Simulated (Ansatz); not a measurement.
Problem. Name a neutral molecule of C, F, Sn and H with size of the dipole moment (B3LYP/def2-TZVPP) between 2.85 and 3.15 D and HOMO energy (B3LYP/def2-TZVPP) between -8.55 and -8.25 eV (Ansatz, PBE0-D4/def2-TZVP geometry).

Solution. `[CH3][SnH2][F]` (3.05 D, -8.49 eV). Other molecules can fit too; these were computed, each in one conformer that needn't be the lowest.

B3LYP here is the variant with VWN-RPA as its local correlation; programs differ in this.
